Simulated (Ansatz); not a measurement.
`[SiH3][N]([SiH3])[Zn][Cl]`. Total charge 0; spin multiplicity 1.

```xyz
11

Si    0.866   -1.211   -0.694
N    -0.063    0.130   -0.132
Si   -0.481    0.385    1.523
Zn   -0.630    1.354   -1.358
Cl   -1.280    2.754   -2.761
H     0.989   -1.106   -2.176
H     0.216   -2.509   -0.361
H     2.234   -1.226   -0.106
H    -1.311    1.620    1.610
H    -1.264   -0.755    2.075
H     0.724    0.565    2.380
```

Question: What are the harmonic wavenumbers in cm⁻¹ at PBE0-D4/def2-TZVP (Ansatz, finite differences of forces, unscaled)? (Best estimate.)

Answer: The calculation gave: 60, 65, 69, 77, 124, 144, 174, 358, 489, 659, 684, 691, 719, 927, 935, 936, 949, 960, 964, 998, 1024, 2196, 2199, 2202, 2205, 2206, 2214.

Question: Is this a minimum?

Answer: Yes, all 27 modes are real.

Question: Give the ideal-gas thermochemistry at 298.15 K and 1 bar (rigid rotor, harmonic oscillator; point group C2v, symmetry number 2).

Answer: Zero-point energy 150.9 kJ/mol; H(298) − E = 178.0 kJ/mol; entropy 412.8 J/(mol·K), of which translation 173.4, rotation 117.7, vibration 121.7; G(298) − E = 54.9 kJ/mol. Modes under 100 cm⁻¹ are hindered rotations or soft bends, so the harmonic entropy is rough.

Question: Rotational constants (cm⁻¹)?

Answer: 0.1045, 0.02938, 0.02331.
